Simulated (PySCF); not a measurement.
## Electron correlation in In (indium, neutral)

[Kr] 4d10 5s1 5p2, high-spin 4P determinant (an excited configuration). All numbers are calculated (PySCF 2.14, scalar relativity through the core potential, in def2-TZVPPD with the def2 core potential (28 electrons)). Frozen: 4s2 4p6 4d10; 3 electrons correlated.

MP2 pair energies summed by pair of shells (mhartree):

```json
{"pair": "5p-5p", "energy": "-3.81", "share (%)": "54.7"}
{"pair": "5s-5p", "energy": "-3.16", "share (%)": "45.3"}
```

Total MP2 correlation energy: -6.97 mhartree.

Same-spin part -6.97 and opposite-spin part 0.00 mhartree; SCS-MP2 scales them by 1/3 and 6/5 to -2.32 mhartree.
